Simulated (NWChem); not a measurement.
System: BeHSeBr; SMILES [SeH][Be][Br]

Here is an NWChem input.

```
start job
memory heap 200 mb stack 900 mb global 1100 mb
geometry units angstroms noautoz
  Be    -0.005415     0.047520     0.002771
  Br    -0.099692    -1.911029     0.003328
  Se     0.128025     2.071089     0.002306
  H     -1.343215     2.172146    -0.003578
end
basis spherical
  * library def2-svpd
end
dft
  xc b3lyp
  iterations 150
end
tddft
  cis
  nroots 6
  notriplet
end
task tddft energy
```

The geometry was optimised at PBE0/def2-SVP. B3LYP is NWChem's, with the RPA form of VWN correlation.

Vertical excitations in the gas phase.

Give the results of this calculation. (B3LYP/def2-SVPD, TDA.) Quantities: lowest excitation, singlet (eV); oscillator strength of that lowest state; lowest state with f > 0.02, singlet (eV); oscillator strength of that bright state; orbital gap (eV).


```yaml
lowest excitation, singlet (eV): 4.76
oscillator_strength_of_that_lowest_state: 0.001
lowest state with f > 0.02, singlet (eV): 5.43
oscillator_strength_of_that_bright_state: 0.043
orbital gap (eV): 5.93
```
